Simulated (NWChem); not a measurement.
System: BeGeSiH6; SMILES [SiH3][Be][GeH3]

NWChem printed, in part:

```
             Northwest Computational Chemistry Package (NWChem) 7.3.0
             --------------------------------------------------------

 C3  symmetry detected

                             Geometry "geometry" -> ""
                             -------------------------

 Output coordinates in angstroms (scale by  1.889725989 to convert to a.u.)

  No.       Tag          Charge          X              Y              Z
 ---- ---------------- ---------- -------------- -------------- --------------
    1 Be                   4.0000     0.00000000     0.00000000     0.71842823
    2 Si                  14.0000    -0.00000000     0.00000000     2.91604226
    3 H                    1.0000    -1.12388195    -0.82061706     3.47862460
    4 H                    1.0000    -0.14873425     1.38361885     3.47862460
    5 H                    1.0000     1.27261619    -0.56300179     3.47862460
    6 Ge                  32.0000    -0.00000000     0.00000000    -1.49552575
    7 H                    1.0000    -0.52363164    -1.32662353    -2.09245141
    8 H                    1.0000    -0.88707386     1.11679007    -2.09245141
    9 H                    1.0000     1.41070550     0.20983346    -2.09245141

 Effective nuclear repulsion energy (a.u.)     165.7623920422

      Symmetry information
      --------------------

 Group name             C3
 Group number              5
 Group order               3
 No. of unique centers     5

                                Z-matrix (autoz)
                                --------

 Units are Angstrom for bonds and degrees for angles

[...]

      ----------------------
      Optimization converged
      ----------------------

  Step       Energy      Delta E   Gmax     Grms     Xrms     Xmax
  ---- ---------------- -------- -------- -------- -------- --------
@    4   -2382.08808913 -9.5D-08  0.00005  0.00001  0.00016  0.00030
                                     ok       ok       ok       ok

                                Z-matrix (autoz)
                                --------

 Units are Angstrom for bonds and degrees for angles

[...]

 Rotational Constants
 --------------------
 A=   1.416997 cm-1  (  2.038697 K)
 B=   0.035644 cm-1  (  0.051283 K)
 C=   0.035644 cm-1  (  0.051283 K)

 Temperature                      =   298.15K
 frequency scaling parameter      =   1.0000

 Zero-Point correction to Energy  =   32.393 kcal/mol  (  0.051621 au)
 Thermal correction to Energy     =   36.696 kcal/mol  (  0.058479 au)
 Thermal correction to Enthalpy   =   37.288 kcal/mol  (  0.059423 au)

 Total Entropy                    =   86.606 cal/mol-K
   - Translational                =   40.167 cal/mol-K (mol. weight = 116.9580)
   - Rotational                   =   24.103 cal/mol-K (symmetry #  =        3)
   - Vibrational                  =   22.337 cal/mol-K

 Cv (constant volume heat capacity) =   21.762 cal/mol-K
   - Translational                  =    2.979 cal/mol-K
   - Rotational                     =    2.979 cal/mol-K
   - Vibrational                    =   15.803 cal/mol-K

[normal modes left out]

 ----------------------------------------------------------------------------
 Normal Eigenvalue ||           Projected Infra Red Intensities
  Mode   [cm**-1]  || [atomic units] [(debye/angs)**2] [(KM/mol)] [arbitrary]
 ------ ---------- || -------------- ----------------- ---------- -----------
    1       -0.000 ||    0.000000           0.000         0.000       0.000
    2       -0.000 ||    0.000000           0.000         0.000       0.000
    3       -0.000 ||    0.000001           0.000         0.001       0.000
    4        0.000 ||    0.000002           0.000         0.002       0.000
    5        0.000 ||    0.000001           0.000         0.001       0.000
    6        0.000 ||    0.000003           0.000         0.003       0.000
    7        1.889 ||    0.000000           0.000         0.000       0.000
    8      142.131 ||    0.025809           0.595        25.160       3.268
    9      142.131 ||    0.025809           0.595        25.160       3.268
   10      237.580 ||    0.000003           0.000         0.003       0.000
   11      427.691 ||    0.000322           0.007         0.314       0.041
   12      427.691 ||    0.000322           0.007         0.314       0.041
   13      553.838 ||    0.010951           0.253        10.675       1.387
   14      553.838 ||    0.010951           0.253        10.675       1.387
   15      785.761 ||    0.041992           0.969        40.936       5.317
   16      886.749 ||    0.359656           8.298       350.610      45.539
   17      963.165 ||    0.046215           1.066        45.053       5.852
   18      963.165 ||    0.046215           1.066        45.053       5.852
   19      987.733 ||    0.250057           5.769       243.768      31.662
   20     1033.115 ||    0.068364           1.577        66.644       8.656
   21     1033.115 ||    0.068364           1.577        66.644       8.656
   22     2179.312 ||    0.231423           5.339       225.602      29.302
   23     2179.312 ||    0.231423           5.339       225.602      29.302
   24     2192.314 ||    0.146100           3.371       142.426      18.499
   25     2323.222 ||    0.219581           5.066       214.058      27.803
   26     2323.222 ||    0.219581           5.066       214.058      27.803
   27     2332.863 ||    0.129244           2.982       125.993      16.365
 ----------------------------------------------------------------------------
```

Level: Hartree-Fock/6-31G* (spherical d). 

Task: Which NWChem input produces such a log?

Result: Several could match; the one computed here: the input that was run:
```
start job
memory heap 200 mb stack 900 mb global 1100 mb
geometry units angstroms
  Be     0.000747    -0.692112     0.000190
  Si     0.000279    -2.889726     0.000057
  H     -1.364324    -3.451914     0.273601
  H      0.919312    -3.452755     1.044757
  H      0.445363    -3.452256    -1.318458
  Ge     0.000548     1.521842     0.000051
  H     -1.331197     2.118420    -0.510837
  H      0.223932     2.118987     1.408568
  H      1.108547     2.118896    -0.897906
end
basis spherical
  * library 6-31g*
end
dft
  xc hfexch
  iterations 150
end
driver
  maxiter 120
end
task dft optimize
task dft freq
```
